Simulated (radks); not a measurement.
Results of a calculation; reference values are marked as such.
Neutral caesium inside a hard spherical wall (all orbitals vanish at R), configuration held at [Xe] 6s1 and not refilled when levels cross. Code: a radial shooting solver on a logarithmic mesh with Libxc functionals. Model: scalar-relativistic Kohn-Sham, PBE, spin-polarised, spherical densities, finite nucleus; open shells are filled with parallel spins first (spin-orbit coupling, left out, can overturn this in heavy ions); Fermi nuclear charge, rms radius 4.8041 fm. Eigenvalues in eV for spin up, with the zero of energy where the potential of the charges vanishes at infinity; a dash marks a level that is unbound or too diffuse for the functional's potential to be trusted. A positive occupied level is held by the wall or, in an anion where self-interaction has pushed it up, behind a barrier. The pressure on the wall is -dE/dV.

R (bohr)  E (hartree)  kinetic (hartree)    e(4d)    e(5s)    e(5p)   e(6s)  e(6p, empty)  e(5d, empty)  pressure (GPa)
free       -7786.6387           8203.463  -74.207  -26.703  -13.513  -2.267        -0.868        -0.519               0
20         -7786.6387           8203.463  -74.206  -26.702  -13.512  -2.267        -0.861        -0.514        < 0.0001
12         -7786.6366           8203.478  -74.048  -26.547  -13.362  -2.142        -0.503        -0.303          0.0234
10         -7786.6306           8203.510  -73.795  -26.302  -13.126  -1.872         0.068        0.000           0.128
8          -7786.6073           8203.605  -73.251  -25.783  -12.635  -1.015         1.634         0.711           0.789
7          -7786.5752           8203.725  -72.766  -25.335  -12.220   0.036         3.387         1.409            2.20
6          -7786.5022           8204.000  -71.918  -24.597  -11.534   2.209         6.739         2.652            7.24
4          -7785.6276           8207.531  -65.070  -19.305   -6.047  21.146        31.417        11.830             184
3.5        -7784.6816           8211.181  -59.833  -15.167   -1.295  36.816        49.946        19.085             523
3          -7782.5311           8218.910  -51.092   -7.323    8.068  66.354        83.448        32.726            1680
1.5        -7704.1595           8455.983   65.354   207.83   250.45  637.31        678.69        314.62          230000
